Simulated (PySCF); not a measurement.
Here is a computed PBE0-D3(BJ)/def2-SVP geometry (Å):
```
atom  x, y, z in Å
F1    -2.4279   -0.9380   -0.5253
C2    -1.1668   -0.6240   -0.8702
F3    -1.1732    0.6602   -1.2554
F4    -0.8934   -1.3594   -1.9612
C5    -0.2089   -0.8766    0.2309
C6     0.5274    0.0981    0.7678
C7     0.9534    1.4589    0.8521
C8     1.5023    0.5935    1.6889
H9    -0.1431   -1.9044    0.5907
H10    0.8734    2.4781    0.4812
H11    2.1975    0.3994    2.5029
```

Charge 0, singlet.

Task: Read off the bonds between heavy atoms and their formal orders.

Result: F1–C2 1.34 Å (single); C2–F3 1.34 Å (single); C2–F4 1.34 Å (single); C2–C5 1.48 Å (single); C5–C6 1.33 Å (double); C6–C7 1.43 Å (single); C7–C8 1.32 Å (double); C6–C8 1.43 Å (single). Bonds to hydrogen (Å): C5–H9 1.09; C7–H10 1.09; C8–H11 1.09.

Task: Give the structure as a SMILES string.

Result: `FC(F)(F)C=C1C=C1`, C5H3F3. Among its features: C=C double bond, CF3 group, C–F bond and cyclopropene ring.

Task: Name the point group.

Result: Cs (tolerance 0.08 Å).

Task: Which rings does it hold (smallest set)?

Result: C6–C7–C8 (3 members).

Task: Classify the heavy atoms.

Result: F1/F3/F4: fluorine of a CF3 group; C2: CF3 carbon; C5: alkene CH carbon; C6: fully substituted alkene carbon; C7: alkene CH carbon; C8: alkene CH carbon.

Task: What is the arrangement about C2?

Result: It has 4 neighbours (F1, F3, F4, C5) and is distorted tetrahedral (angles from 105.7° to 112.3°).

Task: What is the arrangement about C7?

Result: It has 3 neighbours (C6, C8, H10) and is planar (angles 149.2°, 148.3° and 62.5°, sum 360.0°, 0.00 Å off the plane of its three neighbours).
